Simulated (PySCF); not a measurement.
## Working out the ionisation energy of S⁺

S⁺ [Ne] 3s2 3p3 (4S) → S²⁺ [Ne] 3s2 3p2 (3P). All numbers are calculated (PySCF 2.14, no relativity, point nucleus, in def2-TZVPPD (6s6p4d1f, 51 functions)). Frozen: 1s2. Energies in hartree (1 hartree = 27.21139 eV):

```
            part   S⁺ (lower)  S²⁺ (upper)
             UHF  -397.163036  -396.328237
CCSD correlation    -0.263502    -0.243197
             (T)    -0.004969    -0.003642
```

**Question.** What does Hartree-Fock give?

**Answer.** (-396.328237) − (-397.163036) = 0.834799 hartree = 22.716 eV.

**Question.** What do CCSD and CCSD(T) give?

**Answer.** The CCSD correlation energies differ by 0.020305 hartree = 0.553 eV and the triples by 0.001327 hartree = 0.036 eV, so CCSD gives 23.269 eV and CCSD(T) 23.305 eV.

A first-order spin-orbit estimate adds -0.063 eV to CCSD(T) (valence and next inner shell), giving 23.242 eV against 23.338 eV (measured; NIST Atomic Spectra Database, ionization energies).

What remains against the reference includes basis incompleteness, the frozen core and higher excitations.
